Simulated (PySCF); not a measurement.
## Correlation energy of Zr⁺ (zirconium, charge +1)

[Kr] 4d1 5s1 5p1, one real determinant (an excited configuration). All numbers are calculated (PySCF 2.14, scalar relativity by spin-free X2C-1e, in ANO-RCC-VTZP). Frozen: [Kr]; 3 electrons correlated.

MP2 pair energies summed by pair of shells (mhartree):

```tsv
pair	energy	share (%)
4d-5s	-4.20	41.8
5s-5p	-3.36	33.4
4d-5p	-2.48	24.7
```

Total MP2 correlation energy: -10.04 mhartree.

Same-spin part -10.04 and opposite-spin part 0.00 mhartree; SCS-MP2 scales them by 1/3 and 6/5 to -3.35 mhartree.

The basis was made for the ground configuration and has no added diffuse functions, which can raise the energy of the promoted electron.

The reference is one real determinant that mixes LS terms of this configuration.
